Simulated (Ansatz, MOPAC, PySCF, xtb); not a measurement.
Dimer: HF (SMILES F) (first 2 atoms) with H2S (SMILES S); geometry from B3LYP-D3(BJ)/def2-TZVP.
(charge 0, multiplicity 1):
```xyz
5

F     -0.3220     1.2299     0.1026
H     -0.0385     0.6519     0.7866
S      0.4358    -0.7139     2.4996
H     -0.1423     0.0907     3.4072
H     -0.6831    -1.4397     2.3360
```

Counterpoise-corrected where a basis set is named; no monomer relaxation.

Cores are frozen in the correlated methods. Rows in 6-31G* carry no dispersion term and start afresh at each structure (6-31G* with six Cartesian d functions). MP2/6-31G* freezes PySCF's default core. The state that PM3 reach isn't checked.

Programs: Ansatz (Gaussian basis) for Hartree–Fock, density functionals and correlated methods; MOPAC for PM3 (differences of heats of formation); PySCF for 6-31G* rows; xtb for the GFN methods. Each number belongs to the level named beside it.

| level | interaction energy (kJ/mol) |
|---|---|
| PM3 | -8.5 |
| GFN1-xTB | -36.7 |
| HF/aug-cc-pV(D+d)Z | -13.7 |
| r2SCAN/def2-TZVPPD | -25.7 |
| MP2/6-31G* | -11.5 |
| MP2/aug-cc-pV(D+d)Z | -19.2 |
| MP2/aug-cc-pV(T+d)Z | -21.4 |
| SCS-MP2/aug-cc-pV(T+d)Z | -18.8 |
| CCSD/aug-cc-pV(D+d)Z | ? |

**Question.** Fill in the missing entries.

**Answer.** 
- CCSD/aug-cc-pV(D+d)Z, interaction energy (kJ/mol): -17.1

Ansatz is a program for electronic structure.
